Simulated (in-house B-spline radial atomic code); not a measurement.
Al²⁺. Computed with a B-spline radial atomic code. Model: non-relativistic spherical atom: semilocal Troullier-Martins pseudo-atom, one channel per l, against all electrons, high spin, G0W0 and RPA with empty states to l = 8, local potential for every l without a channel, a model core (radius 0 = none) keeps its share of the functional.

What the tables leave out is listed at the end.

The pseudopotential gives back the lowest level of each angular momentum of its own functional in the configuration it was made in; a second state of the same l is only approximately right. Exact exchange, RPA and GW see the smooth pseudo-orbitals and miss the exchange with the core, for which the functional's share stands in. The column with an uncorrelated core keeps all orbitals and exact exchange, and so separates missing core correlation from pseudisation. Only the three outermost levels and the lowest empty one were computed. RPA here is direct RPA, with no exchange kernel, and its energies carry an (l + 1/2)⁻⁴ tail. A hybrid on a potential with a model core restores only its own semilocal share of the core's exchange.

Command:
```bash
python run_psgw.py task.json out
```
Settings (lengths in bohr, energies in hartree):
```
Z                      13
electrons              11
configuration          [Ne] 3s1
generated_in           [Ne] 3s2 3p1
functional             lda,vwn
core_shells            1
radius_factor          0.9
core_correction        False
ion_configuration      [He] 2s2 2p6
```

Run time, properties included: 34 s on 1 thread of Arm Neoverse N1, on a shared host.

Given: made with LDA VWN5; model core radius 0 bohr; local radius 0.466 bohr; mean-field start LDA VWN5.

Valence shells of the generating configuration: 2s, 2p, 3s, 3p.

Channel: s 0.446, p 0.582 (radii in bohr).

Computed: largest level miss in the spin-unpolarised generating configuration 0.013 eV; valence RPA correlation energy all-electron orbitals -0.52635 hartree; valence RPA correlation energy pseudo -0.52268 hartree; all-electron RPA polarisability, core included 8.8673 bohr³; pseudo-atom RPA polarisability 8.8255 bohr³; ionisation by mean-field all-electron 28.819 eV; ionisation by RPA pseudo minus all 0.065 eV.

```json
{"level": "3s up", "occupied": "1", "mean-field all-electron (eV)": "-24.542", "mean-field pseudo minus all (eV)": "-0.017", "G0W0 all-electron (eV)": "-29.219", "G0W0 uncorrelated core minus all (eV)": "0.003", "G0W0 pseudo minus all (eV)": "-0.069", "exchange self-energy all-electron (eV)": "-13.607", "exchange self-energy pseudo (eV)": "-13.34"}
{"level": "3s down (empty)", "occupied": "0", "mean-field all-electron (eV)": "-22.65", "mean-field pseudo minus all (eV)": "-0.018", "G0W0 all-electron (eV)": "-19.057", "G0W0 uncorrelated core minus all (eV)": "0.003", "G0W0 pseudo minus all (eV)": "-0.056", "exchange self-energy all-electron (eV)": "-2.3504", "exchange self-energy pseudo (eV)": "-2.078"}
```

(1) What is the ionisation by mean-field pseudo minus all?

(2) What is the ionisation by RPA all-electron?

Given: mean-field start PBE0.

Computed: valence RPA correlation energy pseudo -0.50141 hartree; all-electron RPA polarisability, core included 7.7211 bohr³; ionisation by mean-field all-electron 28.684 eV; ionisation by mean-field pseudo minus all 0.003 eV; ionisation by RPA all-electron 28.954 eV; ionisation by RPA pseudo minus all 0.064 eV.

```csv
level,occupied,mean-field all-electron (eV),mean-field pseudo minus all (eV),G0W0 all-electron (eV),G0W0 uncorrelated core minus all (eV),G0W0 pseudo minus all (eV),exchange self-energy all-electron (eV),exchange self-energy pseudo (eV)
3s up,1,-25.456,-0.002,-29.114,0.003,-0.048,-13.353,-13.098
2p down,?,?,?,?,?,?,?,?
2p up,1,-95.055,-0.278,-104.57,0.06,0.086,-60.326,-58.6
3s down (empty),0,-20.928,0.001,-18.747,0.003,-0.047,-2.2576,-1.9963
```

(3) What belongs in the row 2p down?

(4) What is the pseudo-atom RPA polarisability?

(5) What is the valence RPA correlation energy all-electron orbitals?

Given: mean-field start Hartree-Fock.

Computed: valence RPA correlation energy pseudo -0.45324 hartree; all-electron RPA polarisability, core included 5.6269 bohr³; ionisation by mean-field all-electron 28.04 eV; ionisation by mean-field pseudo minus all 0.06 eV; ionisation by RPA all-electron 28.741 eV; ionisation by RPA pseudo minus all 0.06 eV.

| level | occupied | mean-field all-electron (eV) | mean-field pseudo minus all (eV) | G0W0 all-electron (eV) | G0W0 uncorrelated core minus all (eV) | G0W0 pseudo minus all (eV) | exchange self-energy all-electron (eV) | exchange self-energy pseudo (eV) |
| --- | --- | --- | --- | --- | --- | --- | --- | --- |
| 3s up | 1 | -28.062 | -0.059 | -28.925 | 0.003 | -0.055 | -12.915 | -12.715 |
| 2p down | 1 | -107.72 | 0.004 | -105.81 | 0.067 | 0.099 | -60.182 | -58.339 |
| 2p up | ? | ? | ? | ? | ? | ? | ? | ? |
| 3s down (empty) | 0 | -17.329 | -0.036 | -18.523 | 0.002 | -0.034 | -1.5384 | -1.3646 |

(6) What belongs in the row 2p up?

(7) What is the pseudo-atom RPA polarisability?

(8) What is the valence RPA correlation energy all-electron orbitals?

Answers

(1) 0.023 eV.

(2) 29.06 eV.

(3) occupied: 1; mean-field all-electron (eV): -94.802; mean-field pseudo minus all (eV): -0.258; G0W0 all-electron (eV): -104.31; G0W0 uncorrelated core minus all (eV): 0.061; G0W0 pseudo minus all (eV): 0.122; exchange self-energy all-electron (eV): -60.089; exchange self-energy pseudo (eV): -58.304.

(4) 7.7188 bohr³.

(5) -0.50461 hartree.

(6) occupied: 1; mean-field all-electron (eV): -108.01; mean-field pseudo minus all (eV): -0.045; G0W0 all-electron (eV): -106.06; G0W0 uncorrelated core minus all (eV): 0.066; G0W0 pseudo minus all (eV): 0.063; exchange self-energy all-electron (eV): -60.429; exchange self-energy pseudo (eV): -58.646.

(7) 5.5818 bohr³.

(8) -0.45583 hartree.

Among the listed levels the largest G0W0 shift of the pseudo-atom is +0.12 eV, for 2p down on the PBE0 start, while leaving the core uncorrelated moves that level by +0.06 eV. The rest, +0.06 eV, comes from pseudisation and the lost core exchange. Not in the tables (levels of low weight, unsolved or above zero; the highest and the empty levels are kept at any weight): on LDA the G0W0 levels 2p down (pseudo minus all -0.02 eV, weights 0.60 and 0.60), 2p up (pseudo minus all -0.05 eV, weights 0.60 and 0.60).
